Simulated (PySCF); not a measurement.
Species: C7H9Cl3O.
Atom-mapped SMILES: `[CH2:1]=[C:2]([CH2:3]/[CH:4]=[CH:5]\[C:6]([Cl:7])([Cl:8])[Cl:9])[O:10][CH3:11]` (hydrogens: H12, H13 on C1; H14, H15 on C3; H16 on C4; H17 on C5; H18, H19, H20 on C11)

A GFN2-xTB structure was refined with PBE0-D3(BJ)/def2-SVP geometry optimisation, gas phase in PySCF 2.14.0. Its GFN2-xTB values:

```json
{"coordinate": "C1=C2", "GFN2-xTB": "1.321 Å"}
{"coordinate": "C1–H12", "GFN2-xTB": "1.054 Å"}
{"coordinate": "C1–H13", "GFN2-xTB": "1.127 Å"}
{"coordinate": "C2–C3", "GFN2-xTB": "1.497 Å"}
{"coordinate": "C2–O10", "GFN2-xTB": "1.369 Å"}
{"coordinate": "C3–C4", "GFN2-xTB": "1.513 Å"}
{"coordinate": "C3–H14", "GFN2-xTB": "1.100 Å"}
{"coordinate": "C3–H15", "GFN2-xTB": "1.096 Å"}
{"coordinate": "C4=C5", "GFN2-xTB": "1.292 Å"}
{"coordinate": "C4–H16", "GFN2-xTB": "1.117 Å"}
{"coordinate": "C5–C6", "GFN2-xTB": "1.481 Å"}
{"coordinate": "C5–H17", "GFN2-xTB": "1.100 Å"}
{"coordinate": "C6–Cl7", "GFN2-xTB": "1.784 Å"}
{"coordinate": "C6–Cl9", "GFN2-xTB": "1.783 Å"}
{"coordinate": "O10–C11", "GFN2-xTB": "1.412 Å"}
{"coordinate": "C11–H18", "GFN2-xTB": "1.088 Å"}
{"coordinate": "C1–C2–C3", "GFN2-xTB": "121.7°"}
{"coordinate": "C1–C2–O10", "GFN2-xTB": "128.4°"}
{"coordinate": "C2–C3–C4", "GFN2-xTB": "110.7°"}
{"coordinate": "C2–O10–C11", "GFN2-xTB": "117.4°"}
{"coordinate": "C3–C2–O10", "GFN2-xTB": "109.9°"}
{"coordinate": "C3–C4–C5", "GFN2-xTB": "130.0°"}
{"coordinate": "C5–C6–Cl9", "GFN2-xTB": "110.6°"}
{"coordinate": "Cl7–C6–Cl8", "GFN2-xTB": "107.6°"}
{"coordinate": "C1–C2–C3–C4", "GFN2-xTB": "109°"}
{"coordinate": "C2–C3–C4–C5", "GFN2-xTB": "-120°"}
{"coordinate": "C3–C4–C5–C6", "GFN2-xTB": "-3°"}
```

**Question.** How do these coordinates change at the PBE0-D3(BJ)/def2-SVP level?

**Answer.** 
```json
{"coordinate": "C4=C5", "PBE0-D3(BJ)/def2-SVP (Å or °)": "1.337", "change": "+0.045"}
{"coordinate": "C1–H13", "PBE0-D3(BJ)/def2-SVP (Å or °)": "1.090", "change": "-0.037"}
{"coordinate": "C1–H12", "PBE0-D3(BJ)/def2-SVP (Å or °)": "1.090", "change": "+0.036"}
{"coordinate": "C4–H16", "PBE0-D3(BJ)/def2-SVP (Å or °)": "1.095", "change": "-0.022"}
{"coordinate": "C5–C6", "PBE0-D3(BJ)/def2-SVP (Å or °)": "1.503", "change": "+0.022"}
{"coordinate": "C1=C2", "PBE0-D3(BJ)/def2-SVP (Å or °)": "1.340", "change": "+0.019"}
{"coordinate": "C2–O10", "PBE0-D3(BJ)/def2-SVP (Å or °)": "1.350", "change": "-0.019"}
{"coordinate": "C3–C4", "PBE0-D3(BJ)/def2-SVP (Å or °)": "1.496", "change": "-0.017"}
{"coordinate": "O10–C11", "PBE0-D3(BJ)/def2-SVP (Å or °)": "1.401", "change": "-0.011"}
{"coordinate": "C6–Cl7", "PBE0-D3(BJ)/def2-SVP (Å or °)": "1.794", "change": "+0.010"}
{"coordinate": "C11–H18", "PBE0-D3(BJ)/def2-SVP (Å or °)": "1.097", "change": "+0.009"}
{"coordinate": "C5–H17", "PBE0-D3(BJ)/def2-SVP (Å or °)": "1.092", "change": "-0.008"}
{"coordinate": "C2–C3", "PBE0-D3(BJ)/def2-SVP (Å or °)": "1.504", "change": "+0.007"}
{"coordinate": "C3–H14", "PBE0-D3(BJ)/def2-SVP (Å or °)": "1.105", "change": "+0.005"}
{"coordinate": "C3–H15", "PBE0-D3(BJ)/def2-SVP (Å or °)": "1.095", "change": "-0.001"}
{"coordinate": "C6–Cl9", "PBE0-D3(BJ)/def2-SVP (Å or °)": "1.782", "change": "-0.001"}
{"coordinate": "C1–C2–O10", "PBE0-D3(BJ)/def2-SVP (Å or °)": "126.0", "change": "-2.4"}
{"coordinate": "C1–C2–C3", "PBE0-D3(BJ)/def2-SVP (Å or °)": "123.6", "change": "+1.9"}
{"coordinate": "C3–C4–C5", "PBE0-D3(BJ)/def2-SVP (Å or °)": "128.3", "change": "-1.7"}
{"coordinate": "C5–C6–Cl9", "PBE0-D3(BJ)/def2-SVP (Å or °)": "109.4", "change": "-1.2"}
{"coordinate": "C2–O10–C11", "PBE0-D3(BJ)/def2-SVP (Å or °)": "118.1", "change": "+0.7"}
{"coordinate": "Cl7–C6–Cl8", "PBE0-D3(BJ)/def2-SVP (Å or °)": "108.1", "change": "+0.5"}
{"coordinate": "C2–C3–C4", "PBE0-D3(BJ)/def2-SVP (Å or °)": "111.2", "change": "+0.5"}
{"coordinate": "C3–C2–O10", "PBE0-D3(BJ)/def2-SVP (Å or °)": "110.3", "change": "+0.4"}
{"coordinate": "C2–C3–C4–C5", "PBE0-D3(BJ)/def2-SVP (Å or °)": "-127", "change": "-7"}
{"coordinate": "C3–C4–C5–C6", "PBE0-D3(BJ)/def2-SVP (Å or °)": "0", "change": "+3"}
{"coordinate": "C1–C2–C3–C4", "PBE0-D3(BJ)/def2-SVP (Å or °)": "111", "change": "+2"}
```

The energy falls by 18.6 kJ/mol over 9 energy and gradient evaluations, the largest force component goes from 0.0721 to 2.2e-04 Eh/bohr, and the atoms move by 0.076 Å rms after alignment. The bond that changes most is C4=C5 (both ends alkene CH carbon), which lengthens by 0.045 Å. Bonds longer at the end by more than 0.005 Å: 7 of 19; shorter: 6. Rotational constants go from 1465, 345.2, 336.8 to 1454, 336.8, 328.6 MHz.

The run used 211 basis functions and 64 SCF cycles in all. On one thread of an Arm Neoverse N1 (shared host), this took 7.0 min and 0.97 GiB of memory at its peak.

PBE0-D3(BJ)/def2-SVP frequencies: not computed here. The numbers are those of one conformer.

The values belong to the conformer `[CH2:1]=[C:2]([CH2:3]/[CH:4]=[CH:5]\[C:6]([Cl:7])([Cl:8])[Cl:9])[O:10][CH3:11]`: C1–C2–C3–C4 111°, C2–C3–C4–C5 -127°, C4–C5–C6–Cl7 63°, C1–C2–O10–C11 -2°.
